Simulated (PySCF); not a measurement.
## Radial density of N⁺ (nitrogen, charge +1)

UHF, [He] 2s2 2p2, high-spin 3P determinant. All numbers are calculated (PySCF 2.14, the spin-free X2C one-electron Hamiltonian (Gaussian nucleus), in x2c-SVPall).

```csv
r (bohr),4πr²ρ (e/bohr),4πr²(ρα − ρβ)
0.00388,0.03586,0.0001
0.00652,0.09998,0.0003
0.0110,0.2719,0.0009
0.0184,0.6985,0.0022
0.0310,1.634,0.0049
0.0522,3.448,0.0104
0.0878,5.937,0.0205
0.148,7.451,0.0540
0.248,5.526,0.2096
0.418,2.451,0.6646
0.703,2.632,1.4138
1.18,2.895,1.3488
1.99,0.8899,0.3958
3.34,0.06390,0.0356
5.62,6.705e-05,0.0000
```

Densities and radii are taken from the X2C orbitals without a picture-change correction, which distorts them close to the nucleus.
